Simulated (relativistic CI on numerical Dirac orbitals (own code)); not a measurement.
## Slater and spin-orbit integrals, Pb⁴⁷⁺

Calculated at this level of theory: Dirac-Coulomb-Breit CI, separate exchange-only KLI orbitals for each configuration, a model potential for QED, unscaled Slater integrals (own radial code, finite nucleus).

Slater integrals F^k, G^k are unscaled and averaged over j, outside the closed core [Ar] 3d10; ζ comes from projecting the Hamiltonian with its Breit term on Σ l·s of the shell.

- 4s2 4p5: ζ(4p) = 874000 cm⁻¹; <r>(4p) = 0.3554, <r^2>(4p) = 0.1433 (bohr units).
- 4s2 4p4 4d: F^2(4p,4p) = 285070, ζ(4p) = 874960, F^2(4p,4d) = 281630, G^1(4p,4d) = 346330, G^3(4p,4d) = 222740, ζ(4d) = 109780 cm⁻¹; <r>(4p) = 0.3555, <r^2>(4p) = 0.1433, <r>(4d) = 0.3531, <r^2>(4d) = 0.1426 (bohr units).
- 4s 4p5 4d: G^1(4s,4p) = 373190, ζ(4p) = 874480, G^2(4s,4d) = 277260, F^2(4p,4d) = 281590, G^1(4p,4d) = 346300, G^3(4p,4d) = 222710, ζ(4d) = 110260 cm⁻¹; <r>(4s) = 0.3452, <r^2>(4s) = 0.1342, <r>(4p) = 0.3555, <r^2>(4p) = 0.1433, <r>(4d) = 0.3531, <r^2>(4d) = 0.1427 (bohr units).

Averages of the first 10 configurations, taken without configuration mixing, which lowers the lowest level and can move excited configurations by several eV; other configurations of the list can lie among them:

```csv
Configuration,Parity,States,Average energy above the lowest level (eV)
4s2 4p5,odd,6,55.8
4s 4p6,even,2,301.7
4s2 4p4 4d,even,150,318.6
4s 4p5 4d,odd,120,558.9
4s2 4p4 4f,odd,210,555.6
4s 4p5 4f,even,168,796.2
4p6 4d,even,10,811.9
4s 4p4 4d2,even,1350,819.7
4s2 4p3 4d 4f,even,2800,819.3
4p6 4f,odd,14,1049.6
```
